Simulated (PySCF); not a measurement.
PySCF input:

```python
from pyscf import gto, scf, dft

mol = gto.M(
    atom='''
    Te   -0.01161377   -0.05806005    0.29664959
    F     0.40269439    1.65596319   -0.79263972
    N    -0.25377935   -1.49297415   -1.00422763
    H    -1.24387820   -1.43372680   -1.26242809
    ''',
    basis='def2-tzvpd',
    ecp='def2-tzvp',
    charge=-1,
    spin=0,
    verbose=4,
)

mf = dft.RKS(mol, xc='tpss').density_fit(auxbasis='def2-universal-jkfit')
mf.grids.level = 3
mf.conv_tol = 1e-9
mf.max_cycle = 100
mf.max_memory = 1500
mf.kernel()
if not mf.converged:
    mf = mf.newton()
    mf.kernel(mf.make_rdm1())
mf.analyze()
```

Question: Predict the final energy.

Answer: -423.23275 Eh (TPSS/def2-TZVPD).

It need not be the lowest isomer of its formula. Whether it binds its extra electron was not tested at this geometry.
